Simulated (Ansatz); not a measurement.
`O=C1C=C(I)C(=O)O1`. Total charge 0; spin multiplicity 1. I: def2 effective core potential.

```xyz
9

O    -2.014   -1.382   -0.762
C    -1.027   -0.808   -0.444
C    -0.867    0.487    0.249
C     0.437    0.713    0.386
I     1.429    2.281    1.234
C     1.175   -0.439   -0.219
O     2.341   -0.624   -0.303
O     0.236   -1.315   -0.698
H    -1.710    1.087    0.558
```

What are the harmonic wavenumbers in cm⁻¹ at PBE0-D4/def2-TZVP (Ansatz, finite differences of forces, unscaled)? (An estimate is asked.)

Computed: 128, 152, 168, 263, 356, 434, 610, 662, 722, 744, 792, 904, 929, 972, 1083, 1247, 1292, 1655, 1879, 1941, 3274.

Is this a minimum?

Yes, all 21 modes are real.

Give the ideal-gas thermochemistry at 298.15 K and 1 bar (rigid rotor, harmonic oscillator; point group Cs, symmetry number 1).

Zero-point energy 120.9 kJ/mol; H(298) − E = 140.8 kJ/mol; entropy 359.5 J/(mol·K), of which translation 176.3, rotation 125.7, vibration 57.5; G(298) − E = 33.6 kJ/mol.

And at 400, 500, 600, 800 and 1000 K?


```json
{"T (K)": "400", "H − E (kJ/mol)": "152.3", "S (J/mol/K)": "392.6", "G − E (kJ/mol)": "-4.8"}
{"T (K)": "500", "H − E (kJ/mol)": "165.4", "S (J/mol/K)": "421.8", "G − E (kJ/mol)": "-45.5"}
{"T (K)": "600", "H − E (kJ/mol)": "179.8", "S (J/mol/K)": "448.1", "G − E (kJ/mol)": "-89.0"}
{"T (K)": "800", "H − E (kJ/mol)": "211.7", "S (J/mol/K)": "493.8", "G − E (kJ/mol)": "-183.4"}
{"T (K)": "1000", "H − E (kJ/mol)": "246.3", "S (J/mol/K)": "532.4", "G − E (kJ/mol)": "-286.1"}
```
